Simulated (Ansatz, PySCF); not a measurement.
C₂H₇Al, charge +1, doublet, at a GFN2-xTB geometry (such geometries of metal compounds can be far from the true shape) (a state made from the parent by changing its charge; the spin is typed, not shown lowest), with bond 4-2 at 1.4 times its length. Base run: CASSCF(3,4)/STO-3G (PySCF).

PySCF was given this input:
```python
from pyscf import gto, scf, mcscf
import numpy

mol = gto.Mole()
mol.atom = '''
    Al    0.215750   -0.058623   -0.174075
    C    -0.491612   -1.822315    0.463566
    H     0.095499   -2.581909   -0.080292
    H    -1.983512   -1.996793    0.139435
    H    -0.342761   -1.950567    1.543594
    C     0.062029    1.939041   -0.116963
    H     0.903838    2.310370   -0.726008
    H     0.147880    2.329896    0.905089
    H    -0.884248    2.283969   -0.553600
    H     1.409788   -0.383066   -1.137467
'''
mol.basis = 'sto-3g'
mol.charge = 1
mol.spin = 1
mol.verbose = 4
mol.build()

mf = scf.ROHF(mol)
mf.kernel()
mc = mcscf.CASSCF(mf, 4, 3)
mc.fix_spin_(ss=0.75)
mc.kernel()
occ = numpy.linalg.eigvalsh(mc.fcisolver.make_rdm1(mc.ci, mc.ncas, mc.nelecas))[::-1]
ss = mc.fcisolver.spin_square(mc.ci, mc.ncas, mc.nelecas)[0]
print('natural occupations', occ.round(4), ' <S^2>', round(ss, 4))
```

Programs used: Ansatz (a first-principles code), PySCF; a row that names a program was run with it.

The base run was repeated with changes; each row names its change, and settings that it needs were set with it.

```
change                                  ΔE vs base (kcal/mol)                           natural occupations  <S^2> of the state
--------------------------------------  ---------------------  --------------------------------------------  ------------------
base                                                    0.000                           1.95 1.00 0.05 0.00                0.75
state_average = 2 states                                 6.22                                             -                   -
conv_tol = 1e-5                                         0.002                           1.95 1.00 0.05 0.00                0.75
active space = 5 electrons, 6 orbitals                 -26.73                 1.93 1.91 1.00 0.08 0.06 0.01                0.75
active space = 7 electrons, 8 orbitals                 -31.45       1.98 1.97 1.93 1.01 0.06 0.02 0.02 0.01                0.75
active space = 7 electrons, 7 orbitals                 -36.14            1.98 1.95 1.92 1.01 0.08 0.05 0.02                0.75
orbitals = fixed (CASCI)                                11.76                           2.00 1.00 0.00 0.00                0.75
solver = newton                                         0.456                           1.95 1.00 0.04 0.00                0.75
active space = 7 electrons, 9 orbitals                 -33.41  1.98 1.96 1.93 1.01 0.06 0.02 0.02 0.01 0.01                0.75
fix_spin_ = off                                         0.000                           1.95 1.00 0.05 0.00                0.75
code = ansatz                                          -12.81                                             -                   -
```

Active orbitals are taken around the Fermi level unless the row says otherwise; CASSCF can end in different local minima, and two programs can end on different orbitals. State-averaged rows give the lowest state.

Open shells are given as the SCF converged; they aren't shown to be the lowest states, and a large step between rows can be another state.
